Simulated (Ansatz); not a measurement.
Basis-set extrapolation for CH₄Cl₂O₂Si, SMILES `CO[Si](O)(Cl)Cl` (PBE0-D4/def2-TZVP geometry, frozen core, Ansatz). Multiplicity 1, RHF reference.

```json
{"": "HF", "def2-TZVPP": "-1398.192860", "def2-QZVPP": "-1398.237148"}
{"": "MP2 correlation", "def2-TZVPP": "-1.136881", "def2-QZVPP": "-1.236821"}
{"": "CCSD(T) correlation", "def2-TZVPP": "-1.231060", "def2-QZVPP": "not run"}
```

Energies in hartree. Use E(X) = E(∞) + A·exp(−7.88·√X) for Hartree–Fock and E(X) = E(∞) + B·X^(−2.97) for correlation, with X = 3 and 4, and add CCSD(T) minus MP2 of the smaller set to the MP2 limit.

Q: What is the CCSD(T) energy at the basis-set limit?

A: HF limit: -1398.237148 + (-0.044288) × 0.13774 = -1398.24325. MP2 limit: -1.236821 + (-0.099940) × 0.74074 = -1.31085. Higher-order term: -1.231060 − (-1.136881) = -0.09418. Total: -1399.64828 hartree, 589.1 kJ/mol below CCSD(T)/def2-TZVPP.
